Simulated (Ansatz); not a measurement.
One change: `C=NC(O)O` becomes `OC(O)Br`.

Ansatz, PBE0-D4/def2-TZVP geometries, multiplicity 1. Each molecule was computed in one conformer, which needn't be the lowest.

Scalar relativity is left out up to krypton. Spin–orbit coupling is left out; it splits and shifts lone-pair levels of the heavy atoms by tenths of an eV.

```tsv
property	`C=NC(O)O`
HOMO energy (PBE/def2-TZVPP) / eV	-6.64
HOMO energy (ωB97M-V/def2-TZVPP) / eV	-10.51
HOMO–LUMO gap (B3LYP/def2-TZVPP) / eV	6.76
HOMO–LUMO gap (PBE0/def2-TZVPP) / eV	7.25
LUMO energy (B3LYP/def2-TZVPP) / eV	-1.16
ideal-gas entropy at 298 K and 1 bar (rigid rotor, harmonic PBE0-D4/def2-TZVP) / J/(mol·K)	311
```

Problem. What does the change do to each property? (Best estimate.)

Solution. Computed: 
```
                                                                                  property  `OC(O)Br`  shift
                                                         HOMO energy (PBE/def2-TZVPP) / eV      -6.65  -0.01
                                                     HOMO energy (ωB97M-V/def2-TZVPP) / eV     -10.33   0.18
                                                     HOMO–LUMO gap (B3LYP/def2-TZVPP) / eV       7.40   0.64
                                                      HOMO–LUMO gap (PBE0/def2-TZVPP) / eV       7.98   0.73
                                                       LUMO energy (B3LYP/def2-TZVPP) / eV      -0.38   0.78
ideal-gas entropy at 298 K and 1 bar (rigid rotor, harmonic PBE0-D4/def2-TZVP) / J/(mol·K)        304     -7
```

With PBE0 the HOMO rises by 0.08 eV and the LUMO rises by 0.82 eV, so the gap widens by about 0.74 eV. PBE moves the HOMO by -0.01 eV and ωB97M-V by 0.18 eV. The zero-point energy changes by -82.2 kJ/mol with -9 modes.

B3LYP here is the variant with VWN-RPA as its local correlation; programs differ in this.
